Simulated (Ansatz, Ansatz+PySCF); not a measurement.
```xyz
8

C     0.0000   -0.9285   -0.0654
O     0.0000   -0.9156    1.1316
O     0.0000    0.1455   -0.8496
C     0.0000    1.3995   -0.1837
H     0.0000   -1.8418   -0.6966
H     0.0000    2.1653   -0.9678
H    -0.8920    1.5055    0.4514
H     0.8920    1.5055    0.4514
```

Basis set: def2-SVP (spherical functions). Correlated methods keep 4 orbitals frozen. Charge 0, multiplicity 1.

Computed with Ansatz (development build ahead of 0.2.0); each method stands on the lowest determinant of its kind that the runs found. Restricted open shells among the atoms or ions are ROHF, correlated in semicanonical orbitals with singles. Restricted functionals stand beside restricted open-shell atoms, which can lie above the unrestricted atoms usual in DFT and then raise those values.

The atomization energy at this shape (free ground-state atoms in the same class of orbitals less the molecule, no zero-point energy) of singlet C2H4O2:

```csv
method,atomization energy
ωB97X (restricted),34.64 eV
ωB97X (unrestricted),34.34 eV
r²SCAN (restricted),34.85 eV
r²SCAN (unrestricted),34.52 eV
PBE0 (restricted),34.68 eV
PBE0 (unrestricted),34.47 eV
PBE (restricted),35.75 eV
PBE (unrestricted),35.58 eV
RHF-CCSD(T),32.48 eV
RHF-MP2,33.19 eV
UHF-MP2,33.17 eV
RHF,24.62 eV
```

Task: What does UHF give?

Result: 24.13 eV.
